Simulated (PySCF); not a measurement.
The complex [CrF6]2- (charge -2) contains Cr(IV), shell d2. The structure is a model geometry with rigid ligands and bond lengths from ionic radii, not a minimum; coordination octahedral, point group Oh, metal–donor distances 1.85 Å.

Method (PySCF 2.14, density fitting): CASSCF(2,5) with orbitals averaged over all microstates of the shell, strongly contracted NEVPT2 on the averaged canonical orbitals; basis x2c-TZVPall on the metal, x2c-SVPall elsewhere; spin-free X2C; IEF-PCM water; spin-orbit coupling by state interaction with the mean-field operator over all roots.

CASSCF energies above the lowest CASSCF root:

```json
{"state": "3T1g", "CASSCF / cm⁻¹": "0"}
{"state": "1T2g", "CASSCF / cm⁻¹": "15186"}
{"state": "1Eg", "CASSCF / cm⁻¹": "15650"}
{"state": "3T2g", "CASSCF / cm⁻¹": "17840"}
{"state": "3T1g", "CASSCF / cm⁻¹": "31587"}
{"state": "1A1g", "CASSCF / cm⁻¹": "32412"}
{"state": "1T2g", "CASSCF / cm⁻¹": "34151"}
{"state": "3A2g", "CASSCF / cm⁻¹": "37620"}
{"state": "1T1g", "CASSCF / cm⁻¹": "37889"}
{"state": "1Eg", "CASSCF / cm⁻¹": "53727"}
{"state": "1A1g", "CASSCF / cm⁻¹": "74674"}
```

Problem. How does dynamic correlation (SC-NEVPT2) move these states?

Solution. 
```csv
state,NEVPT2 / cm⁻¹,shift / cm⁻¹
3T1g,0,0
1T2g,13300,-1886
1Eg,13524,-2126
3T2g,21870,+4030
3T1g,31839,+252
1A1g,29362,-3049
1T2g,35730,+1579
3A2g,45372,+7752
1T1g,39202,+1313
1Eg,58459,+4732
1A1g,73233,-1442
```

Charge-transfer states lie outside this active space and may come lower than some of these levels. The ground state is orbitally degenerate in this regular structure, which would distort (Jahn–Teller). NEVPT2 lifts 3T2g from 17840 to 21870 cm⁻¹; on the d shell alone it tends to overshoot states that fill the eg-type orbitals. NEVPT2 on the d shell alone tends to put d–d bands too high for such charged or covalently bound ions.
